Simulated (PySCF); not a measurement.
# Frontier orbitals and the lowest excitations

Species: C7H12.
Cartesian coordinates in Å at the GFN2-xTB level; atoms count from 1:
```xyz
19
C7H12 angstrom
C      2.5153   -0.9965    0.2852
C      1.3592   -0.3824    0.1106
C      1.1688    1.1073   -0.0084
C     -0.3395    1.3114    0.1305
C     -0.9377    0.0422   -0.4842
C     -2.3885   -0.1963   -0.0932
C      0.0171   -1.0552    0.0008
H      3.4403   -0.4517    0.3713
H      2.5847   -2.0694    0.3489
H      1.5062    1.4368   -0.9952
H      1.7432    1.6559    0.7379
H     -0.6889    2.2180   -0.3623
H     -0.6133    1.3674    1.1862
H     -0.8692    0.1139   -1.5751
H     -3.0162    0.6227   -0.4385
H     -2.7560   -1.1203   -0.5347
H     -2.4852   -0.2698    0.9885
H      0.0435   -1.9180   -0.6649
H     -0.2937   -1.4069    0.9890
```

The calculation used TDDFT B3LYP/def2-SVPD, vertical, gas phase, core orbitals frozen in the response (PySCF 2.14.0, density-fitted response routines).

Kohn–Sham orbitals with the atoms that hold most of them (Löwdin shares over 4%, at most four atoms; ? is withheld):

| orbital | ε (eV) | atoms |
| --- | --- | --- |
| LUMO+2 | 0.96 | C1 16%, C6 15%, H15 8%, H8 7% |
| LUMO+1 | 0.51 | C6 12%, C4 9%, C7 8%, C3 7% |
| LUMO | ? | C2 28%, C1 23%, C3 6%, H9 6% |
| HOMO | -6.68 | ? |
| HOMO-1 | -8.68 | ? |
| HOMO-2 | -8.80 | C4 22%, C5 21%, C3 10%, C6 9% |
| HOMO-3 | -8.97 | C5 20%, C4 15%, C6 13%, C3 9% |

(1) Give the leading atoms of the HOMO-1.

(2) Which atoms hold the HOMO, and with what shares?

(3) What is the LUMO energy, and the HOMO–LUMO gap?

Answers

(1) C7 (bonded to 2 C and 2 H) 20%; C5 (bonded to 3 C and H) 13%; C2 (bonded to 3 C) 12%; C1 (bonded to C and 2 H) 10%.

(2) C1 (bonded to C and 2 H) 38%; C2 (bonded to 3 C) 31%; C3 (bonded to 2 C and 2 H) 6%; C7 (bonded to 2 C and 2 H) 6%.

(3) ε(LUMO) = 0.06 eV; the gap is 6.74 eV (0.2478 hartree).

The HOMO–LUMO gap is 6.74 eV. Where does the response calculation put the lowest singlet, and from which orbitals?

S1 is at 6.33 eV (f = 0.025), 0.42 eV below the gap, made of HOMO→LUMO+1 (72%), HOMO→LUMO (20%). Its leading pair isn't HOMO and LUMO; the energies of that pair differ by 7.20 eV. 

Give energy, strength and leading configuration of S1, S2, S6 and S8, and follow the Löwdin shares of the leading atoms from the occupied to the empty orbital.

- S1 (6.33 eV, f 0.025), HOMO→LUMO+1 (72%): C1 38% → at most 8%, C2 31% → at most 8%, C6 at most 7% → 12%, C4 at most 7% → 9%
- S2 (6.53 eV, f 0.198), HOMO→LUMO (71%): C1 38% → 23%, C2 31% → 28%
- S6 (7.48 eV, f 0.0021), HOMO-1→LUMO (83%): C7 20% → at most 7%, C5 13% → at most 7%, C2 12% → 28%, C1 10% → 23%
- S8 (7.91 eV, f 0.0080), HOMO-2→LUMO (79%): C4 22% → at most 7%, C5 21% → at most 7%, C2 at most 9% → 28%, C1 at most 9% → 23%

Löwdin shares depend on the basis, the more so with diffuse functions.

The run took 50 s of wall time (grids of density and orbitals included) on Arm Neoverse V1, one thread, no GPU (shared host), and the process peaked at 0.94 GiB of memory.

One conformer stands for the species.
